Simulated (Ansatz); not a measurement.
The first iterations of a band of F₃H₃W (7 atoms, charge 0, multiplicity 1).

The calculation used RHF/def2-SVP in Ansatz 0.2.0.

```json
{
  "movable images": "7",
  "climbing image": "yes",
  "spring": "5.0 eV/Å²",
  "optimiser": "quadratic models (default)",
  "start path": "through a guess of the saddle point",
  "force threshold": "0.03 eV/Å",
  "iteration limit": "60",
  "end points": "relaxed"
}
```

Initial state:

```xyz
7
Properties=species:S:1:pos:R:3
W 0.531 0.000 0.189
H -0.465 0.000 1.529
F 2.357 0.000 0.705
F 0.445 1.814 -0.117
H -1.366 0.000 -0.268
F 0.445 -1.814 -0.117
H -1.007 0.000 -0.981
```

Final state:

```xyz
7
Properties=species:S:1:pos:R:3
W -0.451 0.231 -0.058
H 2.018 -0.888 1.354
F 1.842 -0.035 1.095
F -0.154 2.044 0.024
H -2.022 0.233 -0.660
F -0.462 -1.434 0.754
H 0.168 -0.151 -1.570
```

| iteration | highest image above the first end (eV) | largest band force component (eV/Å) |
| --- | --- | --- |
| 1 | 5.393 | 14.335 |
| 2 | 4.190 | 4.980 |
| 3 | 3.116 | 3.260 |
| 4 | 3.466 | 7.454 |
| 5 | 3.184 | 2.093 |
| 6 | 2.630 | 1.808 |

Q: Does the band converge within its limit, and where does its top end?

A: The forces met the threshold. It ended after 20 iterations with the highest image 2.516 eV above the first end. The profile has 2 maxima (images 2, 6) with wells between them (image 4): this band takes more than one step, which may be the mechanism or a detour left from its start path. Neighbouring images differ by up to 1.9 eV, so the band resolves the path poorly. A vibrational analysis at the climbing image gives one clearly imaginary mode, 1661i cm⁻¹: a first-order saddle point. The orbitals stay closed-shell, which can raise the energy where a bond breaks towards radicals; this wasn't checked here.

The run took 4.4 min on 1 thread of Arm Neoverse V1, on a shared host, peak memory 0.17 GiB.
